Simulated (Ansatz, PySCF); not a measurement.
Al₂O₃, SMILES [O][Al][O][Al][O] (connectivity only; charge and spin as stated), neutral, multiplicity 1. Atoms are numbered in the order given.

```xyz
5

Al     0.0000    -1.6797     0.0002
Al     0.0000     1.6797     0.0002
O      0.0000    -3.2761     0.0002
O      0.0000     0.0000     0.0001
O      0.0000     3.2761     0.0002
```
Charge 0, spin multiplicity 1.

Coordinates come from a ωB97X-D3(BJ)/def2-SVP optimisation. Other conformers were not sampled.

Two levels are set side by side: PBE-D3(BJ)/def2-SVP (Ansatz, a first-principles code) and ωB97X-D3(BJ)/def2-SVP (PySCF). Each level has its own optimised geometry; the coordinates shown are those of the second. Frequencies come from the Hessian of PySCF at each geometry. Differences are taken from unrounded values.

```json
[
 {"quantity": "mean bond length (Å)", "ωB97X-D3(BJ)": "1.638"},
 {"quantity": "bond Al1–O3 (Å)", "ωB97X-D3(BJ)": "1.596"},
 {"quantity": "bond Al1–O4 (Å)", "ωB97X-D3(BJ)": "1.680"},
 {"quantity": "bond Al2–O4 (Å)", "ωB97X-D3(BJ)": "1.680"},
 {"quantity": "bond Al2–O5 (Å)", "ωB97X-D3(BJ)": "1.596"},
 {"quantity": "highest harmonic wavenumber (cm⁻¹)", "ωB97X-D3(BJ)": "1288"},
 {"quantity": "mean harmonic wavenumber (cm⁻¹)", "ωB97X-D3(BJ)": "497"},
 {"quantity": "zero-point energy (kcal/mol)", "ωB97X-D3(BJ)": "7.10"}
]
```

Q: What does PBE-D3(BJ) give, and how far is it from ωB97X-D3(BJ)? (The exact figures need the calculation; the answer reports its results.)

A: 
```json
[
 {"quantity": "mean bond length (Å)", "PBE-D3(BJ)": "1.659", "PBE-D3(BJ) minus ωB97X-D3(BJ)": "0.021"},
 {"quantity": "bond Al1–O3 (Å)", "PBE-D3(BJ)": "1.620", "PBE-D3(BJ) minus ωB97X-D3(BJ)": "0.024"},
 {"quantity": "bond Al1–O4 (Å)", "PBE-D3(BJ)": "1.697", "PBE-D3(BJ) minus ωB97X-D3(BJ)": "0.018"},
 {"quantity": "bond Al2–O4 (Å)", "PBE-D3(BJ)": "1.697", "PBE-D3(BJ) minus ωB97X-D3(BJ)": "0.018"},
 {"quantity": "bond Al2–O5 (Å)", "PBE-D3(BJ)": "1.620", "PBE-D3(BJ) minus ωB97X-D3(BJ)": "0.024"},
 {"quantity": "highest harmonic wavenumber (cm⁻¹)", "PBE-D3(BJ)": "1214", "PBE-D3(BJ) minus ωB97X-D3(BJ)": "-74"},
 {"quantity": "mean harmonic wavenumber (cm⁻¹)", "PBE-D3(BJ)": "462", "PBE-D3(BJ) minus ωB97X-D3(BJ)": "-35"},
 {"quantity": "zero-point energy (kcal/mol)", "PBE-D3(BJ)": "6.60", "PBE-D3(BJ) minus ωB97X-D3(BJ)": "-0.50"}
]
```

GGA bonds tend to be longer and softer than those of functionals with exact exchange. Differences between two approximate levels are no errors against the true value.
